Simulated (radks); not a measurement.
Fractional charge and spin in the 5s shell of iodine: the spin-up occupation runs from 0 to 1 and the spin-down occupation from 0 to 1; the fullest corner is I+, [Kr] 4d10 5p(up 2, down 2) 5s(up 1, down 1). Method: scalar-relativistic Kohn-Sham, PBE, spin-polarised, spherical densities, finite nucleus; Fermi nuclear charge, rms radius of each element as measured or else 0.836 A^(1/3) + 0.57 fm; computed with a radial shooting solver on a logarithmic mesh with Libxc functionals. Energy (eV) above the fullest corner. The planes named below are the two flat planes that join the four corners, with an edge along up + down = one added electron.

\begin{tabular}{lrrrrr}
down \ up & 0 & 0.25 & 0.5 & 0.75 & 1 \\ \hline
0 & 73.730 & 62.087 & 51.122 & 40.831 & 31.204 \\
0.25 & 62.087 & 51.183 & 40.949 & 31.376 & 22.458 \\
0.5 & 51.122 & 40.949 & 31.434 & 22.570 & 14.348 \\
0.75 & 40.831 & 31.376 & 22.570 & 14.403 & 6.866 \\
1 & 31.204 & 22.458 & 14.348 & 6.866 & 0.000 \\
\end{tabular}

Corners above the fullest one (they belong to I2+ and the next ion): (up 1, down 0) 31.204 eV, (up 0, down 1) 31.204 eV, (up 0, down 0) 73.730 eV. With half an added electron in each spin the energy lies 0.230 eV from the planes, and with half an added electron in spin up alone -1.345 eV. The planes are only a guide here: the flat-plane condition holds for ground states with one frontier orbital, while this shell lies below other occupied shells, so the corners above the fullest one are inner-hole states and not the ground states of those ions.
